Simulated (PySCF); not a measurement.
## Energy of Cd²⁺ (cadmium, charge +2) between two integer charges

The 4d beta orbital of [Kr] 4d10 is emptied in steps (occupation f), with all orbitals relaxed, ending at [Kr] 4d9. Computed with PySCF 2.14 in aug-cc-pVTZ-PP with ECP28MDF, with a scalar-relativistic core potential. The exact energy is a straight line in f; departures are measured from the line between the end points of the same method.

```
  f  CAM-B3LYP (eV)
  1           0.000
0.8          -0.567
0.6          -0.856
0.4          -0.861
0.2          -0.577
  0           0.000
```

```tsv
method	E(f=0) − E(f=1) (eV)	−ε at f=1 (eV)	−ε at f=0.4 (eV)
CAM-B3LYP	37.557	34.036	38.250
```

Orbital energy along the path (eV):

```tsv
f	CAM-B3LYP
1	-34.036
0.8	-35.413
0.6	-36.818
0.4	-38.250
0.2	-39.705
0	-41.181
```

Reference removal energy between the ground levels: 37.468 ± 0.006 eV (measured; NIST Atomic Spectra Database, ionization energies). The calculation has no spin-orbit coupling.
